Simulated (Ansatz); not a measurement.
Reaction (ligand exchange at a Ge–O bond): `C[O][GeH2][Br]` + HBr → `[Br][GeH2][Br]` + CH₃OH

Computed with Ansatz on PBE0-D4/def2-TZVP structures; ΔE is electronic, products minus reactants. CCSD(T)/CBS is the MP2 limit (def2-TZVPP, def2-QZVPP) plus CCSD(T) − MP2 in def2-TZVPP, frozen cores. This one scheme is used for every species. DFT in def2-TZVPP. HSE06 is defined as in plane-wave codes. For Br, Ge outer-core shells are correlated without core-valence functions, which leaves a few kJ/mol of doubt a bond. Scalar relativity is left out up to krypton. Each species was taken in one conformer, which may not be the lowest.

```json
{"species": "`C[O][GeH2][Br]`", "HSE06-D4 energy (Eh)": "-4766.90451"}
{"species": "HBr", "HSE06-D4 energy (Eh)": "-2574.46326"}
{"species": "`[Br][GeH2][Br]`", "HSE06-D4 energy (Eh)": "-7225.75631"}
{"species": "CH₃OH", "HSE06-D4 energy (Eh)": "-115.63493"}
```

(1) Work out ΔE.

Largest T1 diagnostic among the species: 0.010.

## Answers

(1) ΔE = (-7225.75631) + (-115.63493) − (-4766.90451) − (-2574.46326) = -0.02347 Eh = -61.6 kJ/mol. CCSD(T)/CBS gives -52.4 kJ/mol.

From BLYP to BHLYP (50 % exact exchange), in def2-TZVPP and without D4, ΔE moves by −3.1 kJ/mol. In def2-TZVPP, CCSD(T) changes the Hartree–Fock value by +9.8 kJ/mol (the triples alone add +1.3 kJ/mol) and MP2 by +6.9 kJ/mol. At CCSD(T), def2-SVP lies +11.4 kJ/mol from the extrapolated value and def2-TZVPP +4.7 kJ/mol.
